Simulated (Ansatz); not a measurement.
Ansatz (a first-principles code) input (CCSD(T)/def2-SVPD):

Ansatz 0.2 input:
```yaml
crystal:
  periodic: [false, false, false]
  atoms:
    - {symbol: Ge, position_ang: [-0.00794673, 0.00413188, 0.72662065]}
    - {symbol: Cl, position_ang: [1.09912663, 1.29182120, -0.67930737]}
    - {symbol: Cl, position_ang: [-1.08416808, -1.29959887, -0.68844914]}
basis:
  gaussian:
    orbitals: def2-SVPD
magnetization: {spin_polarized: false}
correlation: {method: ccsd_t, electrons: outside_noble_gas}
output: {forces: true}
```

End of the output:

```
cycle   4  -10.80105934 eV  change    5.0e-3 eV  update   3.9e-3
cycle   5  -10.79950234 eV  change    1.6e-3 eV  update   1.5e-3
cycle   6  -10.79956675 eV  change   -6.4e-5 eV  update   5.1e-4
cycle   7  -10.79958147 eV  change   -1.5e-5 eV  update   1.7e-4
cycle   8  -10.79960121 eV  change   -2.0e-5 eV  update   5.5e-5
cycle   9  -10.79959716 eV  change    4.0e-6 eV  update   1.7e-5
cycle  10  -10.79959061 eV  change    6.5e-6 eV  update   6.1e-6
cycle  11  -10.79959182 eV  change   -1.2e-6 eV  update   2.3e-6
perturbative correction -0.35949932 eV, -0.0132113563 hartree
the calculation of the forces begins
Total energy: -81479.74428503 eV, -2994.3253735207 hartree
Atom 0 at    -0.007947     0.004132     0.726621 Å, force    -0.004216     0.002192     0.385541 eV/Å
Atom 1 at     1.099127     1.291821    -0.679307 Å, force     0.135148     0.156813    -0.192214 eV/Å
Atom 2 at    -1.084168    -1.299599    -0.688449 Å, force    -0.130932    -0.159006    -0.193328 eV/Å
Dipole moment:    -0.004777     0.002484     0.436778 e Å
```
